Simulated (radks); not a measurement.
Radial electron density D(r) = 4 pi r^2 rho(r) of an atom or ion with 16 electrons. Method: scalar-relativistic Kohn-Sham, PBEsol, spin-unpolarised, spherical densities, finite nucleus; Fermi nuclear charge, rms radius of each element as measured or else 0.836 A^(1/3) + 0.57 fm; computed with a radial shooting solver on a logarithmic mesh with Libxc functionals.

```
   r/bohr * D(r) (the largest magnitude, 43.5, reaches the edge; | marks zero)
 0.004858 |     *
 0.005477 |       *
 0.006225 |        *
 0.007019 |          *
 0.007914 |             *
 0.008923 |               *
  0.01014 |                  *
  0.01143 |                     *
  0.01289 |                         *
  0.01454 |                             *
  0.01652 |                                 *
  0.01863 |                                    *
    0.021 |                                        *
  0.02368 |                                           *
   0.0267 |                                             *
  0.03035 |                                               *
  0.03421 |                                               *
  0.03858 |                                               *
  0.04349 |                                             *
  0.04943 |                                           *
  0.05574 |                                         *
  0.06284 |                                       *
  0.07085 |                                      *
  0.08053 |                                      *
   0.0908 |                                         *
   0.1024 |                                            *
   0.1154 |                                                 *
   0.1312 |                                                    *
   0.1479 |                                                      *
   0.1668 |                                                     *
    0.188 |                                                *
   0.2137 |                                        *
    0.241 |                                *
   0.2717 |                        *
   0.3063 |                  *
   0.3454 |               *
   0.3925 |               *
   0.4426 |                *
    0.499 |                 *
   0.5626 |                *
   0.6395 |             *
    0.721 |         *
   0.8129 |     *
   0.9166 |  *
    1.042 |*
    1.175 *
    1.324 *
    1.493 *
    1.697 *
    1.913 *
```

What is the nuclear charge?

Answer. Z = 31. The innermost maximum, from 1s, lies near gamma/Z bohr with gamma = sqrt(1 - (Z/c)^2) = 0.974, here 0.0314 bohr (found: 0.0339), and its height grows with Z. The density is that of the gallium ion Ga15+ in [Ne] 3s2 3p4; the configuration itself is not fixed sharply by these data, and Z only to about a unit. D(r) has 3 maxima, at r = 0.0339, 0.149, 0.491 bohr, and minima at 0.0720, 0.368 bohr, inside which lie 2.09, 10.46 electrons.
